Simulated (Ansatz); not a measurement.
Wavefunction ladder for Cl₂GaH₃OSi (`[SiH3][O][Ga]([Cl])[Cl]`)

| atom | x (Å) | y (Å) | z (Å) |
| --- | --- | --- | --- |
| Si1 | 0.909 | 0.387 | -1.071 |
| O2 | -0.410 | -0.332 | -0.410 |
| Ga3 | -1.168 | -0.536 | 1.157 |
| Cl4 | -0.300 | 0.321 | 2.887 |
| Cl5 | -2.954 | -1.649 | 1.280 |
| H6 | 1.882 | 0.786 | -0.019 |
| H7 | 0.486 | 1.596 | -1.824 |
| H8 | 1.555 | -0.574 | -1.999 |

Total charge 0; spin multiplicity 1. Correlated methods include outer-core shells of Ga, which these sets cover unevenly. Scalar relativity is left out up to krypton. The structure was optimised at the PBE0-D4/def2-TZVP level. It is one conformer, not always the lowest. Frozen core, restricted reference, Ansatz 0.2.0.

```json
{"basis": "def2-SVP", "HF (Eh)": "-3207.29724", "MP2 corr.": "-0.74923", "CCSD corr.": "-0.78323", "(T)": "-0.01985", "CCSD(T) total": "-3208.10032"}
{"basis": "def2-TZVPP", "HF (Eh)": "-3208.06536", "MP2 corr.": "-0.94735", "CCSD corr.": "-0.99015", "(T)": "-0.04000", "CCSD(T) total": "-3209.09551"}
{"basis": "def2-QZVPP", "HF (Eh)": "-3208.14412", "MP2 corr.": "-1.26149", "CCSD corr.": "–", "(T)": "–", "CCSD(T) total": "–"}
```
